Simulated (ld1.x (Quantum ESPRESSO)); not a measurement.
# What the settings do to the PAW potential of lead

Base potential:

ld1.x (Quantum ESPRESSO) 7.5 input, shortened:

```
&input
   title='Pb', zed=82., rel=2, dft='PBESOL', iswitch=3,
   config='[Xe] 4f14 5d10 6s2 6p0', rel_dist='average'
 /
 &inputp
   pseudotype=3, lpaw=.true., tm=.true., lloc=-1, rcloc=2.05,
   nlcc=.false.,
   which_augfun='GAUSS', rmatch_augfun=1.30
 /
6
5S  1  0   2.00   0.00  1.20  1.40  0.0
6S  2  0   2.00   0.00  1.20  1.40  0.0
5P  2  1   6.00   0.00  1.25  1.45  0.0
6P  3  1   0.00   0.00  1.25  1.45  0.0
5D  3  2  10.00   0.00  1.70  2.15  0.0
5D  3  2   0.00  -1.25  1.70  2.15  0.0
 &test
   configts(1)='5s2 5p6 5d10 6s2 6p0'
 /
```

Open shells are filled in proportion to 2j + 1 (rel_dist='average').

All-electron outer shells of the reference configuration (PBEsol, scalar-relativistic, ld1.x):

```
shell  level (eV)  outermost node (bohr)  outermost maximum (bohr)
   5s     -161.01                   0.45                      0.79
   4f     -149.78                      –                      0.35
   5p     -102.63                   0.49                      0.88
   5d      -37.88                   0.52                      1.07
   6s      -27.52                   1.01                      1.93
   6p      -17.15                   1.18                      2.38
```

Cutoffs, loose and tight: the cutoffs (Ry, on a coarse ladder) from which the occupation-weighted sum of valence levels, in a spherical-Bessel basis at the reference potential, stays within 10 and 1 mRy of its value at 400 Ry. They do not see the model core or the augmentation charge, which bear on the density cutoff. Test errors are all-electron minus pseudo excitation energies from the reference, over the configurations 5s2 5p6 5d10 6s2 6p2; 5s2 5p6 5d10 6s2 6p1; 5s2 5p6 5d10 6s1 6p0; 5s2 5p6 5d10 6s1 6p3; 5s1 5p6 5d10 6s2 6p2; 5s2 5p6 5d9 6s2 6p2; 5s2 5p6 5d9 6s2 6p3. A dash means not determined; rows that change the core or the reference have their own tests. The largest error is taken over the tests solved by every variant that gives reliable tests at all: 5s2 5p6 5d10 6s1 6p0; 5s2 5p6 5d10 6s1 6p3; 5s2 5p6 5d10 6s2 6p1; 5s2 5p6 5d10 6s2 6p2.

Cutoffs are not given where the Bessel-basis levels miss the radial ones by over 6 mRy, ghosts where they miss by over 20 mRy; a channel whose overlap is not positive is not tested.

The default core radius of the base comes out at 0.67 bohr.

```csv
change,outcome,bound ghosts,largest test error (meV)
base,generated,not determined,+8.3
core correction a·sin(br)/r model core inside 0.60 bohr,generated,not determined,+12
core correction a·sin(br)/r model core inside 0.76 bohr,generated,not determined,+10
core correction a·sin(br)/r model core inside 0.88 bohr,generated,not determined,+9.6
core correction a·sin(br)/r model core inside 1.08 bohr,generated,not determined,+8.7
core correction a·sin(br)/r model core inside 1.24 bohr,generated,not determined,+8.4
core correction a·sin(br)/r model core inside 1.38 bohr,generated,not determined,+8.3
core correction a·sin(br)/r model core inside 1.52 bohr,generated,not determined,+8.3
core correction a·sin(br)/r model core inside 1.62 bohr,generated,not determined,+8.3
```
